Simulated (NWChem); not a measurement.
C$_{2}$H$_{2}$Cl, doublet; SMILES [CH]=CCl

All runs: NWChem. Pople sets run with spherical d functions. Spin-unrestricted. Spin-contaminated determinants: UHF/6-31G* (<S²> = 1.03). In the optimisation the excess spin sits in a' (Cs, its own frame). No stability test was run on the SCF state. Each level has its own optimisation; frequencies are unscaled. Brackets give each atom's bonded neighbours.

For level PBE0/def2-SVP:

```
Property                           Result
---------------------------------  ------
r C–H [C(CClH)–H(C)] (Å)            1.095
highest harmonic frequency (cm⁻¹)    3321
lowest (cm⁻¹)                         351
dipole (D)                           0.84
```

**Question.** Estimate the same quantities for level UHF/6-31G*.

**Answer.** The r C–H [C(CClH)–H(C)] (Å) is 1.071 and the highest harmonic frequency (cm⁻¹) is 3465. The lowest (cm⁻¹) is 401 and the dipole (D) is 1.28.
